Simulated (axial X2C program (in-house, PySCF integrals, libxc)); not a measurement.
## Spin–orbit effects along a row: molecules with Mn (ions), PBE0

Computed with an axial X2C code built on PySCF integrals, spin-free (one-electron X2C) or two-component (2c: spin–orbit coupling with atomic mean-field Coulomb and Gaunt terms, which also bring small scalar terms), in Dyall basis sets with cores contracted in-house; open shells are unrestricted.

Basis sets: B dyall-v3z, C dyall-v3z, F dyall-av3z, Li dyall-cv3z, Mn dyall-cv3z, N dyall-av3z, O dyall-av3z.

| molecule | spin-free state | Re (Å) | ωe (cm⁻¹) | De (eV) | 2c state | Re 2c (Å) | ωe 2c (cm⁻¹) | De 2c (eV) |
| --- | --- | --- | --- | --- | --- | --- | --- | --- |
| LiMn⁺ | M_S = 5/2, Λ = 0 | 2.879 | 258.1 | 1.00 | Ω = 5/2 | 2.880 | 258.1 | 1.00 |
| MnB⁺ | M_S = 5/2, Λ = 1 | 2.057 | 504.7 | 1.19 | Ω = 7/2 | 2.057 | 505.2 | 1.20 |
| MnC⁺ | M_S = 1, Λ = 0 | 1.682 | 617.0 | 2.57 | Ω = 1 | 1.682 | 616.2 | 2.57 |
| MnN⁺ | M_S = 3/2, Λ = 0 | 1.772 | 513.2 | 1.63 | Ω = 3/2 | 1.772 | 513.1 | 1.63 |
| MnO⁺ | M_S = 2, Λ = 1 | 1.719 | 645.7 | 2.34 | Ω = 1 | 1.718 | 645.6 | 2.36 |
| MnF⁺ | M_S = 5/2, Λ = 0 | 1.728 | 752.6 | 3.85 | Ω = 5/2 | 1.728 | 752.3 | 3.85 |

(1) Work out the shifts from the spin-free to the two-component result.

Fragments in 2c: Mn + Li+, Mn+ + B, Mn+ + C, Mn+ + N, Mn+ + O, Mn+ + F. Each entry is the lowest single determinant of a limited PBE0 search at one distance. De goes to single-determinant-based atoms at the same level (for ions the charge split of lowest energy) and is withheld (n/a) where an atom does not fit its ground term or J level. Main or longest-lived isotopes. One determinant is a doubtful description, or other states lie close, for LiMn⁺, MnB⁺, MnC⁺, MnN⁺, MnO⁺, MnF⁺; these need not be ground states, and all values refer to the states named. Some open-shell Ω = 0 determinants are out of reach, so the Ω given for MnC⁺, MnO⁺ need not be the lowest component. With several unpaired electrons the Ω given is that of one determinant, not necessarily of the lowest component. Some light 2c atoms are not at their ground J level, so De misses part of their lowering (0.04 eV or less). The functionals have no current term, which raises determinants with orbital currents.

## Answers

(1) 

```
molecule  2c state  ΔRe (Å)  Δωe (cm⁻¹)  ΔDe (eV)
   LiMn⁺   Ω = 5/2    0.001         0.0      0.00
    MnB⁺   Ω = 7/2    0.000         0.5      0.01
    MnC⁺     Ω = 1    0.000        -0.8      0.00
    MnN⁺   Ω = 3/2    0.000        -0.1      0.00
    MnO⁺     Ω = 1   -0.001        -0.1      0.02
    MnF⁺   Ω = 5/2    0.000        -0.3      0.00
```

Shifts of one unit in the last digit are rounding.
